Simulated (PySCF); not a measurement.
Species: C4H12B2.
SMILES: `BCBCCC`

Torsions of this conformer, `[BH2:1][CH2:2][BH:3][CH2:4][CH2:5][CH3:6]`: B1–C2–B3–C4 93°, C2–B3–C4–C5 6°, B3–C4–C5–C6 -177°.

The closed-shell ground state was solved at several levels (PySCF, density fitting, gas phase, non-relativistic). The structure is a single PBE0-D3(BJ)/def2-SVP conformer in the gas phase; no vibrational or solvent corrections.

```json
{"level": "CAM-B3LYP/def2-SVPD", "basis functions": "216", "HOMO (eV)": "-9.93", "LUMO (eV)": "-0.76", "gap (eV)": "9.17", "dipole (D)": "0.85"}
{"level": "CAM-B3LYP/pcSseg-1", "basis functions": "162", "HOMO (eV)": "-9.94", "LUMO (eV)": "-0.75", "gap (eV)": "9.19", "dipole (D)": "0.78"}
{"level": "B3LYP/pcJ-1", "basis functions": "282", "HOMO (eV)": "-8.33", "LUMO (eV)": "-2.07", "gap (eV)": "6.26", "dipole (D)": "0.84"}
```

(1) Estimate the row for PBE0/pcSseg-1, a basis of 162 functions; the other rows only guide the guess.

(2) Over all these levels, which gives the widest orbital gap and which the narrowest?

(3) How far do the dipole and the HOMO energy spread over the levels?

## Answers

(1) HOMO -8.51 eV, LUMO -1.87 eV, gap 6.64 eV, dipole 0.83 D.

(2) CAM-B3LYP/pcSseg-1 (range-separated hybrid) has the widest, 9.19 eV, and B3LYP/pcJ-1 (global hybrid, 20 % exact exchange) the narrowest, 6.26 eV. Functional and basis both differ between the two, so the spread mixes both effects.

(3) The dipole runs from 0.78 to 0.85 D (mean 0.83 D) and the HOMO from -9.94 to -8.33 eV.
